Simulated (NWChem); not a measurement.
## iminoborane (H₂BN) in NWChem

SMILES: B=N
```xyz
4

B      0.0000     0.0000    -0.7011
N      0.0000     0.0000     0.5488
H      0.0000     0.0000    -1.8910
H      0.0000     0.0000     1.5544
```
Charge 0, spin multiplicity 1.

Everything below was run with NWChem. Structure: optimised with PBE/def2-SVP, a minimum by its harmonic frequencies.

Symmetry labels belong to the abelian group C2v used in the runs, with the axes of the coordinates shown; states degenerate in a higher group split over its labels.

List the lowest 5 singlet excitations that TD-PBE/aug-cc-pVDZ gives, with oscillator strengths.


```tsv
state	symmetry	energy (eV)	wavelength (nm)	f
1	a2	6.74	184	0.000
2	a1	6.86	181	0.000
3	a2	6.86	181	0.000
4	b2	6.97	178	0.058
5	b1	6.97	178	0.058
```
